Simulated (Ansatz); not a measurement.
Two isomers of C3H6ClFSi: A = `C[SiH2]/C(Cl)=C\F`, B = `C/C(Cl)=C(\F)[SiH3]`.

Calculated with Ansatz (gas phase, PBE0-D4/def2-TZVP geometries, no zero-point term in ΔE). CBS: MP2 limit from def2 TZ/QZ plus the TZ coupled-cluster correction, frozen cores. Double bonds are as drawn, so ΔE can hold a change between cis and trans. DFT in def2-TZVPP. B3LYP here is the variant with VWN-RPA as its local correlation; programs differ in this. One conformer a species, not always the lowest.

A:

Z-matrix (Å, degrees):
```
C
Si 1 1.865
H 1 1.092 2 110.8
H 1 1.093 2 110.4 3 120.0
H 1 1.092 2 110.6 3 -120.2
C 2 1.875 1 109.6 3 63.7
H 2 1.486 1 110.6 3 -178.7
H 2 1.484 1 111.7 3 -56.4
C 6 1.326 2 127.9 1 -119.9
Cl 6 1.739 2 115.5 1 59.8
F 9 1.333 6 121.4 2 -0.2
H 9 1.085 6 125.7 2 179.9
```

B:

Z-matrix (Å, degrees):
```
C
C 1 1.482
H 1 1.089 2 110.2
H 1 1.093 2 110.5 3 -120.6
H 1 1.093 2 110.5 3 120.6
Cl 2 1.731 1 116.1 3 -180.0
C 2 1.332 1 127.1 3 0.0
F 7 1.355 2 117.4 1 0.0
Si 7 1.881 2 126.7 1 -180.0
H 9 1.484 7 110.4 2 -60.8
H 9 1.483 7 106.5 2 179.8
H 9 1.484 7 110.4 2 60.4
```

Task: Which is lower in electronic energy at CCSD(T)/CBS, and by how much? (Best estimate.)

Result: The calculation gave: A, by 8.3 kcal/mol.

Task: Give E(B) − E(A) in kcal/mol with HF/def2-TZVPP, B3LYP-D4, ωB97M-V, PBE0-D4, r2SCAN-D4, B3LYP, MP2/def2-TZVPP. (An estimate is asked.)

Result: Ansatz gave: HF/def2-TZVPP 9.1, B3LYP-D4 8.1, ωB97M-V 8.5, PBE0-D4 8.1, r2SCAN-D4 8.2, B3LYP 8.3, MP2/def2-TZVPP 8.5. None reverses the order clearly.

Largest T1 diagnostic: 0.012.
